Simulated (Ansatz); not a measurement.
Cl₂GeH₃SSi, SMILES `Cl[SiH][S][GeH2][Cl]` radical, relaxed with UKS PBE0-D4/def2-TZVP in Ansatz 0.2.0 from a GFN2-xTB geometry. The force threshold is 0.005 eV/Å; the program also tests the step.

Total charge 0; spin multiplicity 2.

Start:

```xyz
8

Cl    1.263   -0.302    2.104
Si   -0.561   -0.989    1.574
S    -0.693   -1.196   -0.580
Ge   -0.062    0.854   -1.139
Cl    1.997    0.909   -1.552
H    -0.779   -2.355    2.031
H    -0.800    1.234   -2.405
H    -0.365    1.846   -0.032
```

```tsv
step	energy (eV)	largest force (eV/Å)	largest move (Å)
1	-100307.3650	1.121	0.000
2	-100307.4376	0.251	0.081
3	-100307.4431	0.059	0.034
4	-100307.4440	0.009	0.013
5	-100307.4441	0.007	0.004
6	-100307.4444	0.014	0.028
7 (rejected)	-100307.4141	0.542	0.064
8	-100307.4447	0.008	0.031
9	-100307.4447	0.006	0.009
10	-100307.4447	0.004	0.005
```

End:

```xyz
8

Cl    1.324   -0.391    2.164
Si   -0.543   -0.980    1.529
S    -0.673   -1.185   -0.581
Ge   -0.095    0.881   -1.158
Cl    2.012    0.954   -1.556
H    -0.823   -2.332    2.084
H    -0.814    1.202   -2.470
H    -0.388    1.851   -0.010
```

It took 65 s on 2 threads of an AMD EPYC 7R13 on a shared host and a share of an NVIDIA H100 80 GB, with 1 GiB of host memory at the peak.
